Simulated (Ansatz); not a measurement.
Consider the redistribution: `CNB(C)N` + `C=C[SiH2]O[SiH3]` → `CNBN` + `C=C[SiH](C)O[SiH3]`.

Calculated with Ansatz (gas phase, PBE0-D4/def2-TZVP geometries, no zero-point term in ΔE). CCSD(T)/CBS adds triple-zeta CCSD(T) − MP2 to the extrapolated MP2 energy (def2 sets, frozen cores). DFT in def2-TZVPP. Each species was taken in one conformer, which may not be the lowest.

```csv
level,ΔE (kcal/mol),difference from CCSD(T)/CBS
PBE-D4,-3.4,-0.5
ωB97X-V,-3.0,-0.1
ωB97M-V,-3.3,-0.4
PBE,-3.4,-0.5
r2SCAN,-3.3,-0.4
SCS-MP2/def2-TZVPP,-2.9,0.0
CCSD(T)/def2-TZVPP,-2.8,0.1
HF/def2-QZVPP,-2.7,0.2
HF/CBS(def2),-2.7,0.2
MP2/CBS(def2),-3.2,-0.3
CCSD(T)/CBS,-2.9,0
```

Largest T1 diagnostic among the species: 0.011.
